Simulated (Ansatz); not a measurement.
Ansatz (a quantum-chemistry and plane-wave program) input (B3LYP/LANL2DZ): The .json file is the Basis Set Exchange's LANL2DZ.

Ansatz 0.2 input:
```yaml
crystal:
  periodic: [false, false, false]
  atoms:
    - {symbol: W, position_ang: [0.14753708, -0.07594046, 0.18022181]}
    - {symbol: O, position_ang: [1.60724901, -0.77887845, -0.36763259]}
    - {symbol: O, position_ang: [-0.62096651, -1.08500986, 1.32748219]}
    - {symbol: Cl, position_ang: [-1.10635317, 1.20768825, -1.23618887]}
basis:
  gaussian:
    orbitals: LANL2DZ.json
hamiltonian:
  xc: {name: B3LYP}
magnetization: {spin_polarized: true, initial_magnetization: 1}
output: {forces: true}
```

Output:

```
WARN ansatz: RAYON_NUM_THREADS=1 ignored (pool sized by the plan → 1); use --threads N
Functional definition: B3LYP
integrals: 0.02 GiB planned
696 factors; integrals over basis functions are off by at most 8.1e-5 eV
mean field: 0.24 GiB planned
mean field evaluation 1: about -6329.6311 eV, gradient 6.5e1 eV
mean field evaluation 2: about -6036.3241 eV, gradient 2.1e2 eV
mean field evaluation 4: about -6347.5244 eV, gradient 1.3e1 eV
mean field evaluation 8: about -6348.4846 eV, gradient 1.6e-1 eV
mean field evaluation 16: about -6348.5425 eV, gradient 4.4e-4 eV
mean field -6348.54253119 eV, -233.3046348246 hartree, gradient 2.3e-5 eV, S^2 0.756490; 0 other end points of the search recorded, 0 dependent functions left out
the calculation of the forces begins
reference -6348.54280148 eV, -233.3046447576 hartree; 19, 18 occupied and 29, 30 virtual orbitals, 696 factors
Total energy: -6348.54280148 eV, -233.3046447576 hartree
Atom 0 at     0.147537    -0.075940     0.180222 Å, force    -0.002345     0.577095     0.101139 eV/Å
Atom 1 at     1.607249    -0.778878    -0.367633 Å, force     0.826369    -0.447370    -0.252110 eV/Å
Atom 2 at    -0.620967    -1.085010     1.327482 Å, force    -0.371288    -0.611914     0.659008 eV/Å
Atom 3 at    -1.106353     1.207688    -1.236189 Å, force    -0.452737     0.482188    -0.508037 eV/Å
Dipole moment:    -0.011822     0.427386     0.061645 e Å
```
